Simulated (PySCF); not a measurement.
# Hartree-Fock beside MP2: BCGeH3

These are calculations, not measurements. The program is PySCF 2.14.0, an open-source quantum chemistry code, run on an isolated molecule that a program drew, which may never have been made. The molecule is BCGeH3 (charge 0, singlet), drawn as the SMILES string `C=[B][GeH]`.

The geometry was optimised and harmonic frequencies were computed with HF and MP2, all in the cc-pVDZ basis, for the commonest isotopes, with a restricted reference for singlets and an unrestricted one otherwise, and a frozen core in MP2. Germanium has the cc-pVDZ-PP basis, with a core potential (ECP10MDF) in place of its 10 inner electrons, and its 3s, 3p and 3d shells are frozen in MP2. Each result is a local minimum of its method.

Geometry at the HF minimum:
```xyz
6
BCGeH3, angstrom
C    -1.4969   -0.0074   -1.4713
B    -0.4842    0.6993   -0.8182
Ge    0.9962    1.6588    0.2352
H    -1.8713    0.2805   -2.4487
H    -1.9605   -0.8843   -1.0290
H     1.1580    2.7180   -0.9286
```

Lengths of the bonds as drawn, in Å (atoms numbered as above):
```
bond,HF,MP2
C1-B2,1.397,1.421
B2-Ge3,2.055,2.033
C1-H4,1.086,1.097
C1-H5,1.086,1.098
Ge3-H6,1.582,1.596
```

Rotational constants, in GHz:
| constant | HF | MP2 |
|---|---|---|
| A | 120.3 | 118.1 |
| B | 2.972 | 2.982 |
| C | 2.901 | 2.908 |

Harmonic frequencies in cm^-1, each column in rising order, so a row needn't be the same motion in every method:
```
rank,HF,MP2
1,179,147
2,196,154
3,414,396
4,488,448
5,564,530
6,797,713
7,895,752
8,1380,1277
9,1634,1496
10,2013,?
11,3292,3178
12,3375,3275
```

**Estimate the missing MP2 frequency from the HF column.**

A single factor s that minimises the squared misfit of MP2 against s times HF over the other rows is sum(HF x MP2) / sum(HF^2) = 0.9540, with an rms misfit of 47 cm^-1. For rank 10 it gives 0.9540 x 2013 = 1920 cm^-1. The calculation gives 1950 cm^-1, 30 cm^-1 above the estimate. The drawn bonds are on average 0.7 % longer in MP2 than in HF.
